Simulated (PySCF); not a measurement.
Point-charge models of `[SiH2]1C(OC)=CC=C1N(C)C` against its computed dipole.

Coordinates (GFN2-xTB, Å) and charges (e) from the PBE0/pcSseg-1 density (PySCF):

```tsv
atom	x	y	z	Mulliken	IAO	Hirshfeld	ESP-fitted
C1	4.173	0.045	-0.304	-0.0362	-0.2049	-0.0370	-0.1383
O2	3.146	0.834	0.244	-0.4893	-0.3257	-0.1237	-0.2692
C3	1.872	0.351	0.128	-0.0548	-0.0981	-0.0406	+0.1032
C4	1.460	-0.799	-0.434	-0.1589	-0.2283	-0.0958	-0.2586
C5	0.030	-1.039	-0.421	-0.1802	-0.2436	-0.1057	-0.3111
C6	-0.745	-0.093	0.161	-0.0486	-0.1808	-0.0548	-0.0095
N7	-2.108	-0.169	0.351	-0.6428	-0.1612	-0.0605	-0.0638
C8	-2.838	-1.222	-0.314	-0.0733	-0.3066	-0.0646	-0.3717
C9	-2.836	1.062	0.521	-0.0821	-0.2949	-0.0640	-0.3531
Si10	0.383	1.303	0.788	+0.7131	+0.7298	+0.3251	+0.2945
H11	5.099	0.597	-0.149	+0.1275	+0.1594	+0.0519	+0.1211
H12	4.019	-0.119	-1.376	+0.1026	+0.1307	+0.0395	+0.0864
H13	4.239	-0.927	0.198	+0.1028	+0.1311	+0.0398	+0.0889
H14	2.106	-1.534	-0.892	+0.0858	+0.1442	+0.0399	+0.1698
H15	-0.340	-1.948	-0.870	+0.0760	+0.1392	+0.0347	+0.1832
H16	-3.873	-1.208	0.024	+0.1152	+0.1455	+0.0479	+0.1590
H17	-2.401	-2.185	-0.049	+0.1293	+0.1502	+0.0460	+0.1317
H18	-2.822	-1.119	-1.407	+0.0987	+0.1230	+0.0335	+0.1309
H19	-2.293	1.714	1.203	+0.1315	+0.1425	+0.0448	+0.1345
H20	-2.986	1.598	-0.426	+0.1009	+0.1208	+0.0333	+0.1367
H21	-3.814	0.843	0.953	+0.1152	+0.1452	+0.0473	+0.1420
H22	0.167	2.584	0.111	-0.0690	-0.1109	-0.0699	-0.0544
H23	0.357	1.456	2.244	-0.0633	-0.1066	-0.0669	-0.0521
```

Task: What dipole does each set of charges give (1 e·Å = 4.803 D), and what does the density give?

Result: The full density gives (-1.20, -0.49, -0.59) D, 1.43 D in size; dipole vectors point from the negative to the positive end.

```tsv
scheme	μx	μy	μz	size (D)	share of the full size (%)	angle to the full dipole (°)
Mulliken	-1.84	1.44	-0.06	2.34	164	63
IAO	-1.74	0.57	0.03	1.83	129	47
Hirshfeld	-1.20	0.35	0.16	1.26	88	49
ESP-fitted	-1.24	-0.49	-0.61	1.47	103	1
```

Task: Which set comes closest?

Result: Length of the difference vector: ESP-fitted 0.05 D, Hirshfeld 1.13 D, IAO 1.34 D, Mulliken 2.11 D. Closest: ESP-fitted. ESP charges are fitted to the potential around the molecule, whose slowest-falling term is the dipole's. 

Task: What is left for the Hirshfeld atoms' own dipoles?

Result: The shares of the density sum to the whole, so what Σ q r misses lies in dipoles about the nuclei. The atomic dipoles sum to (-1.20, -0.49, -0.59) − (-1.20, 0.35, 0.16) = (0.00, -0.84, -0.75) D, 1.13 D in size.

Task: With the origin at the mean of the coordinates, (0.000, 0.001, 0.012) Å, which are the largest single terms, by size, of the Mulliken dipole along the direction of the full one?

Result: O2 +7.14, N7 -5.24, Si10 -3.74, H11 -2.72, H16 +2.04 D; all 23 atoms together +1.08 D. The single terms depend on the origin, their sum doesn't.

Task: Give the size of the full dipole in other units.

Result: 1.43 D = 0.561 au = 0.297 e·Å = 4.76 × 10⁻³⁰ C·m.

Geometry: GFN2-xTB, one conformer, isolated molecule.

These values come from a run that also computed NMR shieldings. On one thread of an Arm Neoverse V1, no GPU, shared host with 32 logical CPUs at a one-minute load of 26, this took 98 s wall and 1.0 GiB of memory at its peak.

Shape of the structure used: `[CH3:1][O:2][C:3]1=[CH:4][CH:5]=[C:6]([N:7]([CH3:8])[CH3:9])[SiH2:10]1`: C1–O2–C3–C4 1°, C5–C6–N7–C8 -11°.
